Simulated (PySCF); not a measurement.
**How methods differ on the excitation energy of Te²⁺**

Te²⁺ [Kr] 4d10 5s2 5p2 (3P) → Te²⁺ [Kr] 4d10 5s1 5p2 5d1 (high-spin determinant), as a difference of total energies. All numbers are calculated (PySCF 2.14, a scalar-relativistic core potential, in aug-cc-pVTZ-PP with one added diffuse shell each of d, f type with ECP28MDF (6s5p5d3f, 67 functions)). Correlated levels: valence: 4s2 4p6 4d10 frozen. The calculations carry no spin-orbit coupling.

```json
{"method": "UHF", "excitation energy (eV)": "19.091"}
{"method": "LDA", "excitation energy (eV)": "21.164"}
{"method": "PBE", "excitation energy (eV)": "20.668"}
{"method": "PBE0", "excitation energy (eV)": "20.498"}
{"method": "r2SCAN", "excitation energy (eV)": "20.370"}
{"method": "r2SCAN0", "excitation energy (eV)": "20.347"}
{"method": "BLYP", "excitation energy (eV)": "21.111"}
{"method": "BHandHLYP", "excitation energy (eV)": "20.864"}
{"method": "MP2 (valence)", "excitation energy (eV)": "19.882"}
{"method": "SCS-MP2 (valence)", "excitation energy (eV)": "20.297"}
```

Q: How much does correlation contribute at MP2 (valence)?

A: 19.882 − (19.091) = 0.791 eV, measured against UHF.

The promoted electron is Rydberg-like, and one or two diffuse shells describe it only roughly, which tends to raise the upper state.

The determinant of the upper state mixes LS terms, which raises its energy above the lowest term, most at the Hartree-Fock and MP2 levels.
